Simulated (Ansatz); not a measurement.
Reaction (ligand exchange at the Si–C bond): `[SiH3]CO[SiH2]Cl` + `O[Si](Cl)(Cl)Cl` → `[SiH3]O[Si](Cl)(Cl)Cl` + `CO[SiH2]Cl`

Computed with Ansatz on PBE0-D4/def2-TZVP structures; ΔE is electronic, products minus reactants. CCSD(T)/CBS adds triple-zeta CCSD(T) − MP2 to the extrapolated MP2 energy (def2 sets, frozen cores). DFT in def2-TZVPP. B3LYP here is the variant with VWN-RPA as its local correlation; programs differ in this. One conformer a species, not always the lowest.

`[SiH3]CO[SiH2]Cl`:

Z-matrix (Å, degrees):
```
Si
C 1 1.890
H 1 1.485 2 109.8
H 1 1.488 2 108.4 3 -119.6
H 1 1.484 2 109.9 3 120.7
O 2 1.425 1 108.9 3 -60.6
H 2 1.098 1 109.9 3 61.0
H 2 1.097 1 110.1 3 178.5
Si 6 1.630 2 123.3 1 172.3
Cl 9 2.056 6 110.8 2 62.3
H 9 1.474 6 106.8 2 -179.3
H 9 1.482 6 111.0 2 -55.3
```

`O[Si](Cl)(Cl)Cl`:

```xyz
6

O     1.023   -0.036    0.881
Si   -0.213    0.163   -0.143
Cl    0.313   -0.334   -2.040
Cl   -1.799   -0.992    0.384
Cl   -0.723    2.112   -0.059
H     1.399   -0.913    0.977
```

`[SiH3]O[Si](Cl)(Cl)Cl`:

Z-matrix (Å, degrees):
```
Si
O 1 1.650
H 1 1.483 2 109.2
H 1 1.483 2 109.2 3 -120.5
H 1 1.480 2 107.3 3 119.8
Si 2 1.598 1 149.1 3 60.3
Cl 6 2.022 2 109.0 1 -180.0
Cl 6 2.029 2 110.2 1 -60.0
Cl 6 2.028 2 110.2 1 60.0
```

`CO[SiH2]Cl`:

Cartesian coordinates in Å:
```
C -0.972 -0.083 -0.979
O -0.291 -0.754 0.061
Si 0.808 -0.059 1.037
Cl 2.436 0.599 -0.035
H -1.756 -0.744 -1.350
H -0.291 0.156 -1.801
H -1.434 0.844 -0.622
H 1.253 -1.098 1.983
H 0.248 1.140 1.706
```

| level | ΔE (kJ/mol) |
| --- | --- |
| PBE0-D4 | -114.2 |
| B3LYP-D4 | -125.3 |
| ωB97X-V | -121.5 |
| PBE | -105.1 |
| r2SCAN | -119.2 |
| B3LYP | -123.2 |
| HF/def2-TZVPP | -145.8 |
| SCS-MP2/def2-QZVPP | -131.3 |

What does CCSD(T)/CBS give? (Best estimate.)

Ansatz gave: -123.9 kJ/mol. The listed levels differ from it by 9.7, -1.4, 2.4, 18.8, 4.7, 0.7, -21.9, -7.4 kJ/mol.

Largest T1 diagnostic among the species: 0.011.

In def2-TZVPP, CCSD(T) changes the Hartree–Fock value by +22.2 kJ/mol (the triples alone add +3.2 kJ/mol) and MP2 by +19.2 kJ/mol. From PBE to PBE0 (25 % exact exchange), in def2-TZVPP and without D4, ΔE moves by −7.7 kJ/mol.
